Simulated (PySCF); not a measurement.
Input of a run (PBE0-D3(BJ)/def2-SVP geometry optimisation, gas phase (PySCF 2.14.0)), started from GFN2-xTB:
```
{"job": {"xc": "PBE0", "basis": "def2-SVP", "d3": "d3bj", "grid": 1, "shake": 0.01, "kind": "geom"}, "charge": 0, "multiplicity": 1}
O     -1.758860     1.964940     0.274820
C     -1.322150     0.871970     0.308440
C      0.055390     0.531790     0.264890
C      0.730570    -0.697190     0.313010
C      2.086720    -0.604720     0.246110
C      2.513190     0.704560     0.165860
S      1.248310     1.821870     0.157080
C     -2.257360    -0.344620     0.404280
F     -3.550350     0.020770     0.473760
F     -2.031520    -1.088560     1.517990
F     -2.137920    -1.178650    -0.633530
H      0.178280    -1.633410     0.395370
H      2.724650    -1.433270     0.267920
H      3.513880     1.049450     0.116270
```

Output (energies in Eh, forces in Eh/bohr):
```
step   0  E = -1002.04388126  max force = 0.056222
step   1  E = -1002.05222010  max force = 0.012737
step   2  E = -1002.05337158  max force = 0.006130
step   3  E = -1002.05347155  max force = 0.005941
step   4  E = -1002.05377388  max force = 0.002650
step   5  E = -1002.05381366  max force = 0.002290
step   6  E = -1002.05387422  max force = 0.001445
step   7  E = -1002.05389799  max force = 0.000454
step   8  E = -1002.05390757  max force = 0.000486
step   9  E = -1002.05391725  max force = 0.000315
optimisation converged
```

**Question.** Summarise the run.

**Answer.** The energy falls by 26.3 kJ/mol over 10 energy and gradient evaluations, the largest force component goes from 0.0562 to 3.2e-04 Eh/bohr, and the atoms move by 0.048 Å rms after alignment. The bond that changes most is C4–C5 (both ends aromatic CH carbon), which lengthens by 0.051 Å. Bonds longer at the end by more than 0.005 Å: 7 of 14; shorter: 4. Among the angles that change most is F9–C8–F10, from 105.4° to 108.6°. The energy never rose by more than 1e-6 Eh on the way. The first step brought 83 % of the lowering.

**Question.** What are the final bond lengths?

**Answer.** O1=C2 1.206 Å, C2–C3 1.457 Å, C3–C4 1.384 Å, C4–C5 1.412 Å, C5–C6 1.377 Å, C6–S7 1.705 Å, C2–C8 1.548 Å, C8–F9 1.317 Å, C8–F10 1.336 Å, C8–F11 1.336 Å, C3–S7 1.729 Å, C4–H12 1.090 Å, C5–H13 1.090 Å, C6–H14 1.090 Å. Numbering counts from 1 in the input's order; the species is 2-(trifluoroacetyl)thiophene (`O=C(c1cccs1)C(F)(F)F`).

The run used 173 basis functions and 76 SCF cycles in all. Hardware: one thread of an AMD EPYC 7B13, on a shared host. Cost: 2.6 min wall, 0.73 GiB resident at most.

Stationary, but not proved a minimum. The numbers are those of one conformer.

The values belong to the conformer `[O:1]=[C:2]([c:3]1[cH:4][cH:5][cH:6][s:7]1)[C:8]([F:9])([F:10])[F:11]`: O1–C2–C3–C4 179°, O1–C2–C8–F9 0°.
